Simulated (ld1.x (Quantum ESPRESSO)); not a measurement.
## Varying the RRKJ potential for Fe (Z = 26)

Base potential:

ld1.x (Quantum ESPRESSO) 7.5 input, shortened:

```
&input
   title='Fe', zed=26., rel=0, dft='PBESOL', iswitch=3,
   config='[Ar] 3d6 4s2 4p0'
 /
 &inputp
   pseudotype=2, tm=.false., lloc=0,
   nlcc=.true.
 /
3
3P  2  1   6.00   0.00  1.40  1.40  0.0
3D  3  2   6.00   0.00  1.70  1.70  0.0
3S  1  0   2.00   0.00  0.75  0.75  0.0
 &test
   configts(1)='3s2 3p6 3d6 4s2 4p0'
 /
```

Occupied shells without a wave of their own: 4s. They enter only through the test configuration that unscreens the potential, and ld1.x also counts them in the model core charge.

Cutoffs, loose and tight: the cutoffs (Ry, on a coarse ladder) from which the occupation-weighted sum of valence levels, in a spherical-Bessel basis at the reference potential, stays within 10 and 1 mRy of its value at 400 Ry. They do not see the model core or the augmentation charge, which bear on the density cutoff. Test errors are all-electron minus pseudo excitation energies from the reference, over the configurations 3s2 3p6 3d6 4s1 4p0; 3s2 3p6 3d6 4s0 4p0; 3s2 3p6 3d5 4s0 4p0; 3s2 3p6 3d5 4s2 4p1; 3s2 3p6 3d4 4s0 4p0; 3s2 3p6 3d6 4s0 4p2; 3s1 3p6 3d6 4s2 4p0. A dash means not determined; rows that change the core or the reference have their own tests.

With those shells counted twice in exchange and correlation these files are broken, and their errors move erratically; no question is asked of them.

The default core radius of the base comes out at 0.39 bohr.

| change | outcome | cutoff, loose | cutoff, tight | bound ghosts | largest test error (meV) |
| --- | --- | --- | --- | --- | --- |
| base | generated | 200 Ry | over 300 Ry | none | -1348 |
| wave 3d (bound): rc 1.70 bohr becomes 3d (bound): rc 1.76 bohr | generated | 200 Ry | over 300 Ry | none | -1340 |
| type TM; local potential all-electron potential smoothed inside 0.65 bohr (lloc = -2) | generated | 200 Ry | over 300 Ry | none | -1894 |
| core [Ar], valence charge 8; reference 3d6 4s1 4p0; waves now 4s (bound): rc 2.15 bohr; 4p (bound): rc 2.65 bohr; 3d (bound): rc 1.60 bohr; local potential all-electron potential smoothed inside 1.60 bohr (lloc = -1) | failed: compute_phi: phi has nodes before r_c | – | – | – | – |
| wave 3p (bound): rc 1.40 bohr becomes 3p (bound): rc 1.32 bohr | generated | 200 Ry | over 300 Ry | none | -1347 |
| core correction a·sin(br)/r model core inside 0.78 bohr | generated | 200 Ry | over 300 Ry | none | -1348 |
| local potential the p channel | failed: compute_phi: phi has nodes before r_c | – | – | – | – |
| all radii but the core radius scaled by about 0.93 (s 0.70, p 1.30, d 1.58 bohr) | generated | 200 Ry | over 300 Ry | none | -1378 |
| wave 3s (bound): rc 0.75 bohr becomes 3s (bound): rc 0.76 bohr | generated | 200 Ry | over 300 Ry | none | -1348 |
| scalar-relativistic | generated | 200 Ry | over 300 Ry | none | -1359 |
| reference 3s2 3p6 3d6 4s1 4p1 | generated | 200 Ry | over 300 Ry | none | -811 |
